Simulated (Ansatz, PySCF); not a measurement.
Gas-phase reaction (SMILES): [F][Ge]([Br])([Br])[Br] [tribromo(fluoro)germane] + 4 [H][H] (H2) → 3 Br (HBr) + F (HF) + [GeH4] (GeH4); energy of full hydrogenation.

Structures are relaxed separately at B3LYP-D3(BJ)/def2-TZVP in Ansatz (a program for electronic structure). Correlated levels leave the core frozen unless marked. Spin-orbit coupling is left out. The frozen core is the preceding noble-gas configuration, with the filled d and f shells of earlier blocks. No relativistic terms. CBS marks a two-point X^-3 extrapolation of the correlation energy; Hartree-Fock from the larger set. Thermal terms are rigid-rotor harmonic-oscillator values from B3LYP-D3(BJ) frequencies (Ansatz or PySCF) at 298.15 K and 1 atm. 1 Eh = 627.5095 kcal/mol.

```
species                  E, CCSD(T)/CBS(cc-pVTZ,cc-pVQZ) (Ansatz) (Eh)  E, r2SCAN-D4/def2-TZVPD (Ansatz + dftd4) (Eh)  H - E (Eh)
-----------------------  ---------------------------------------------  ---------------------------------------------  ----------
[F][Ge]([Br])([Br])[Br]                                    -9893.53796                                    -9899.45094     0.01374
[H][H] (H2)                                                   -1.17450                                       -1.17100     0.01336
Br (HBr)                                                   -2573.28320                                    -2574.74145     0.00927
F (HF)                                                      -100.39146                                     -100.44728     0.01259
[GeH4] (GeH4)                                              -2077.90558                                    -2079.37415     0.03354
```

### Question
Work out ΔE and ΔH at 298.15 K at the first level, then ΔH at the second.

### Answer

1. ΔE = [3×(-2573.28320) + (-100.39146) + (-2077.90558)] - [(-9893.53796) + 4×(-1.17450)] = 0.08932 Eh = 56.0 kcal/mol at CCSD(T)/CBS(cc-pVTZ,cc-pVQZ).
2. The terms H - E add up to 0.00676 Eh, so ΔH = (0.08932 + (0.00676))×627.5095 = 60.3 kcal/mol.
3. At r2SCAN-D4/def2-TZVPD the same steps give ΔE = 55.9 and ΔH = 60.2 kcal/mol, a shift of -0.1 from the first level.
4. These values are not checked against measurement here, since the tables used lack a sound gas-phase enthalpy of formation for at least one species.
